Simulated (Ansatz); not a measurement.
Input:

```yaml
crystal:
  periodic: [false, false, false]
  atoms:
    - { symbol: B, position_ang: [-0.335031, 0.099561, -1.266126] }
    - { symbol: F, position_ang: [0.896153, -0.348123, -1.671002] }
    - { symbol: O, position_ang: [-0.530689, 1.426075, -1.035542] }
    - { symbol: O, position_ang: [-1.337965, -0.801516, -1.188564] }
    - { symbol: H, position_ang: [1.075742, -0.642794, 0.484653] }
    - { symbol: C, position_ang: [0.634703, -0.383586, 1.436847] }
    - { symbol: H, position_ang: [0.290946, 1.922277, -1.131015] }
    - { symbol: H, position_ang: [-2.165607, -0.376783, -0.934054] }
    - { symbol: H, position_ang: [-0.330257, 0.105215, 1.304203] }
    - { symbol: H, position_ang: [0.498973, -1.294526, 2.025808] }
    - { symbol: H, position_ang: [1.303031, 0.294101, 1.974893] }
basis:
  gaussian: { orbitals: "6-31G*" }
hamiltonian:
  xc: pbe0
  dispersion: d4
relax:
  f_tol: 0.03
  max_steps: 50
output:
  orbitals: {}
```

Run as:

```bash
$ ansatz run input.yaml --threads 2 --pin off --max-ram 3072MiB --backend cpu --events-out ev --progress --plain --runs-dir out
```

Hardware: 2 threads of Intel(R) Xeon(R) Processor @ 2.50GHz (Skylake/Cascade Lake), on a shared host.

Problem. Roughly how long does this run take, and how much memory?

Solution. 60 s, with a peak of 0.18 GiB, for 12 ionic steps.
